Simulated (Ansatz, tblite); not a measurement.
Forces on the cluster As4⁺ at its PBE-D4/def2-SVP geometry. The state is a doublet with charge 1.

The xTB rows come from tblite. The structure comes from a short search, and lower isomers may exist.

GFN1-xTB (tblite), largest force 1.19 eV/Å:

```xyz
4
positions Å, forces eV/Å
As    1.168    0.905   -0.426   -0.797   -0.853    0.207
As    0.663   -1.107    0.835   -0.439    0.990   -0.483
As   -1.116    0.543    0.908    0.745   -0.609   -0.693
As   -0.715   -0.341   -1.317    0.492    0.472    0.970
```

GFN2-xTB (tblite), largest force 1.00 eV/Å:

```
As -0.737 -0.633 0.247
As -0.415 0.760 -0.505
As 0.700 -0.405 -0.592
As 0.453 0.278 0.850
```

BLYP-D4/def2-TZVP (Ansatz), largest force 0.43 eV/Å:

```
As 0.318 0.266 -0.109
As 0.179 -0.320 0.221
As -0.302 0.167 0.254
As -0.195 -0.112 -0.365
```
